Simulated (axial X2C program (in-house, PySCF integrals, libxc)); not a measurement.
## GaO⁺ along the bond: PBE0, 2c

Calculated with an in-house all-electron X2C program for linear molecules (integrals from PySCF). Two-component (2c) means X2C with spin–orbit coupling and atomic mean-field two-electron Coulomb and Gaunt terms. Basis: Ga dyall-cv3z [9s9p7d4f1g], O dyall-av3z [7s6p3d2f] (cores contracted in-house); Gaussian nuclei, density fitting, unrestricted open shells. Masses: Ga 68.926 u, O 15.995 u.

State: Ω = 2 (⟨Sz⟩ = 1.00, ⟨Lz⟩ = 1.00 at PBE0). Dipoles are positive if O is the positive end and refer to the centre of mass.

Results along the bond:

```
R (Å)   μ (D)  HOMO (eV)  LUMO (eV)
1.654  -2.068     -15.95     -12.79
1.730  -2.124     -16.02     -12.47
1.787  -2.133     -16.08     -12.27
1.844  -2.114     -16.13     -12.10
1.901  -2.070     -16.01     -12.07
1.968  -1.998     -15.88     -12.02
2.034  -1.913     -15.77     -11.93
2.120  -1.807     -15.64     -11.79
2.224  -1.709     -15.48     -11.58
2.376  -1.664     -15.23     -11.23
```

The state is one determinant whose occupation by symmetry is held fixed; it was picked as the lowest of a PBE0 search that is not exhaustive. Density functionals use the spin component along the axis (collinear). Other states lie close and PBE0, whose exact exchange favours high spin, may order them wrongly; the determinant shown need not be the ground state. The nearest other 2c determinant of the search, Ω = 1, lies 0.33 eV up at the distance of the search. The functionals have no current-density term, which raises determinants with orbital currents, atoms included. With several unpaired electrons one determinant need not be a pure state. Open-shell Ω = 0 determinants with evenly filled partner blocks cannot be reached by this program, so the Ω shown need not be the lowest component.
